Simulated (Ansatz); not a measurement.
Consider the hydrogen abstraction from the Sn–H bond: `[OH][SnH3]` + F• → `[OH][SnH2]`• + H–F.

Isolated molecules relaxed with PBE0-D4/def2-TZVP in Ansatz; ΔE leaves out vibrations. CCSD(T)/CBS adds triple-zeta CCSD(T) − MP2 to the extrapolated MP2 energy (def2 sets, frozen cores). This one scheme is used for every species, atoms too. No spin–orbit coupling; open shells (•) take unrestricted orbitals. Spin–orbit coupling would lower the free atoms: a little for F. def2 core potentials past Kr. For Sn outer-core shells are correlated without core-valence functions, so the limit isn't a true one: a few kJ/mol of doubt a bond, and 10 to 20 or more in all where bonds break to atoms.

`[OH][SnH3]`:

```xyz
6

O     0.364    1.325    0.605
Sn   -0.201   -0.451   -0.032
H     0.882    1.811   -0.039
H     1.196   -1.368   -0.391
H    -1.166   -0.244   -1.428
H    -1.075   -1.073    1.284
```

`[OH][SnH2]`•:

```xyz
5

O     0.569    1.035   -0.603
Sn   -0.095   -0.277    0.717
H    -0.114    1.627   -0.926
H    -1.548   -0.960    0.060
H     1.188   -1.426    0.752
```

H–F:

Cartesian coordinates in Å:
```
F -0.238 0.020 -0.393
H 0.238 -0.020 0.393
```

```csv
species,MP2/def2-QZVPP energy (Eh)
`[OH][SnH3]`,-291.39159
F•,-99.63608
`[OH][SnH2]`•,-290.76852
H–F,-100.36692
```

Question: Work out ΔE.

Answer: ΔE = (-290.76852) + (-100.36692) − (-291.39159) − (-99.63608) = -0.10777 Eh = -283.0 kJ/mol. CCSD(T)/CBS gives -260.0 kJ/mol.

Largest T1 diagnostic among the species: 0.017.

Leaving LDA and LC-ωPBE aside and taking each functional with its dispersion term where it has one, the values, not all of them listed here, spread over 61.7 kJ/mol, from PBE-D4 to BHLYP-D4. LDA lies −44.1 kJ/mol from PBE without D4. From r2SCAN to r2SCAN0 (25 % exact exchange), in def2-TZVPP and without D4, ΔE moves by +19.8 kJ/mol.
